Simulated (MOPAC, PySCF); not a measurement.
CH₃AlBr₂, SMILES `[Br][Al]([Br])[CH3]`, neutral singlet in the gas phase. 

Cartesian coordinates (Å):
SMILES: [CH3][Al]([Br])[Br]
```xyz
7

C     -0.9998    -0.0406    -0.0252
Al     0.9322     0.0493     0.0091
Br     2.0334     2.0214     0.0734
Br     2.1911    -1.8273     0.0074
H     -1.3400    -0.7990    -0.7330
H     -1.3771    -0.3242     0.9611
H     -1.4398     0.9206    -0.2929
```
Charge 0, multiplicity 1.

All levels are single points at this geometry (B3LYP-D3(BJ)/def2-TZVP); Pople sets use spherical d functions. Orbital energies aren't observables, and empty levels follow the basis.

```tsv
level	HOMO (eV)	LUMO (eV)	gap (eV)	dipole (D)	vertical IE, Delta-SCF (eV)
ωB97X-D3(BJ)/def2-TZVP in PySCF	-10.83	0.74	11.57	1.98	10.91
B3LYP/6-31G* in PySCF	-8.07	-1.35	6.71	2.24	10.34
BP86/6-31G* in PySCF	-7.18	-2.00	5.18	2.25	–
M06-2X/6-31G* in PySCF	-9.61	-0.66	8.95	2.37	–
PBE/6-31G* in PySCF	-7.08	-1.93	5.15	2.23	–
HF/3-21G in PySCF	-11.09	1.48	12.57	2.75	–
HF/6-31G* in PySCF	-11.31	1.57	12.89	2.35	10.39
HF/STO-3G in PySCF	-8.19	7.29	15.48	2.58	–
PM3 in MOPAC	-11.58	-3.15	8.43	4.09	–
```
